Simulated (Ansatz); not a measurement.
`[F][Ga]([Br])[Br]` + H₂ → `[Br][GaH][Br]` + H–F at 298.15 K and 1 bar (hydrogenolysis of a Ga–F bond).

Calculated with Ansatz (gas phase, PBE0-D4/def2-TZVP geometries, no zero-point term in ΔE). CBS: MP2 limit from def2 TZ/QZ plus the TZ coupled-cluster correction, frozen cores. This one scheme is used for every species. For Br, Ga outer-core shells are correlated without core-valence functions, which leaves a few kJ/mol of doubt a bond. Scalar relativity is left out up to krypton.

| species | CCSD(T)/CBS energy (Eh) | H − E (kJ/mol) | S (J/(mol·K)) |
| --- | --- | --- | --- |
| `[F][Ga]([Br])[Br]` | -7170.52286 | 28.0 | 347.1 |
| H₂ | -1.17544 | 35.1 | 130.4 |
| `[Br][GaH][Br]` | -7071.28437 | 37.8 | 323.2 |
| H–F | -100.39570 | 33.5 | 173.6 |

H − E and S are ideal-gas, rigid-rotor, harmonic terms from PBE0-D4/def2-TZVP. The MP2-based limit puts H₂ 0.8 mEh under its directly extrapolated value; such offsets cancel only in part. 1 Eh = 2625.50 kJ/mol, R = 8.31446 J/(mol·K).

Problem. By hand: ΔE, ΔH, ΔS and ΔG.

Solution. ΔE = (-7071.28437) + (-100.39570) − (-7170.52286) − (-1.17544) = 0.01823 Eh = 47.9 kJ/mol. Δ(H − E) = 37.8 + 33.5 − 28.0 − 35.1 = 8.2, so ΔH = 56.1 kJ/mol. ΔS = 323.2 + 173.6 − 347.1 − 130.4 = 19.3 J/(mol·K). ΔG = 56.1 − 298.15 × (19.3)/1000 = 50.3 kJ/mol.

Problem. By hand: the equilibrium constant, and the temperature at which ΔG would vanish if ΔH and ΔS stayed fixed.

Solution. log₁₀ K = −ΔG/(RT ln 10) = -8.8. ΔG = 0 at ΔH/ΔS = 2907 K, far beyond where these terms or the molecules hold.

ΔH outweighs TΔS. A doubt of 5 kJ/mol in ΔE shifts log₁₀ K by 0.9 here. These are equilibria of isolated gas molecules and say nothing of rates. Largest T1 diagnostic: 0.010 (customary marks: 0.02 for closed shells, 0.045 for open ones).
